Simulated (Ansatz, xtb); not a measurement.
# Ligand exchange: SiH3Br + C2H4F2 → SiH3(CH3) + CHBrF2

Species: SiH3Br `[SiH3]Br`, singlet; C2H4F2 (1,1-difluoroethane) `CC(F)F`, singlet; SiH3(CH3) (methylsilane), singlet; CHBrF2 (bromodifluoromethane) `FC(F)Br`, singlet. The partners trade Br for CH3: Si–Br and C–CH3 bonds give way to Si–CH3 and C–Br.

Shapes, held fixed at every level: PBE0-D4/def2-TZVP. Programs: Ansatz 0.2.0, xtb 6.7.1. The zero-point and thermal change to 298 K, harmonic and unscaled (PBE0-D4/def2-TZVP), is -5.7 kJ/mol.

```json
{"level": "GFN0-xTB", "kind": "semi-empirical", "ΔH(298 K) (kJ/mol)": "+117.5", "less CCSD(T)/def2-TZVPP": "-10.1", "CPU time (sum over the molecules)": "0.24 s"}
{"level": "HF/def2-TZVPP", "kind": "Hartree–Fock", "ΔH(298 K) (kJ/mol)": "+151.4", "less CCSD(T)/def2-TZVPP": "+23.8", "CPU time (sum over the molecules)": "–"}
{"level": "SPW92/def2-TZVPP", "kind": "LDA", "ΔH(298 K) (kJ/mol)": "+115.0", "less CCSD(T)/def2-TZVPP": "-12.6", "CPU time (sum over the molecules)": "9.7 s"}
{"level": "BHLYP-D4/def2-TZVPP", "kind": "global hybrid", "ΔH(298 K) (kJ/mol)": "+136.9", "less CCSD(T)/def2-TZVPP": "+9.3", "CPU time (sum over the molecules)": "17 s"}
{"level": "wB97M-V/def2-TZVPP", "kind": "range-separated hybrid", "ΔH(298 K) (kJ/mol)": "+127.5", "less CCSD(T)/def2-TZVPP": "-0.1", "CPU time (sum over the molecules)": "63 s"}
{"level": "wB97X-V/def2-TZVPP", "kind": "range-separated hybrid", "ΔH(298 K) (kJ/mol)": "+128.8", "less CCSD(T)/def2-TZVPP": "+1.2", "CPU time (sum over the molecules)": "44 s"}
{"level": "CCSD/def2-TZVPP", "kind": "coupled cluster or CI", "ΔH(298 K) (kJ/mol)": "+132.0", "less CCSD(T)/def2-TZVPP": "+4.4", "CPU time (sum over the molecules)": "–"}
{"level": "CCSD(T)/def2-TZVPP", "kind": "coupled cluster or CI", "ΔH(298 K) (kJ/mol)": "+127.6", "less CCSD(T)/def2-TZVPP": "0.0", "CPU time (sum over the molecules)": "3.6 min"}
```

The highest level, CCSD(T)/def2-TZVPP, gives ΔH(298 K) = +127.6 kJ/mol; the levels span +115.0 to +151.4. The column of differences is taken from that level and isn't an error. No measured value is set beside it here. Relativity is left out for Br unless named. Correlated rows may include outer-core shells of Br, which these sets cover unevenly. Times are processor times on shared x86 and Arm servers, and rough.
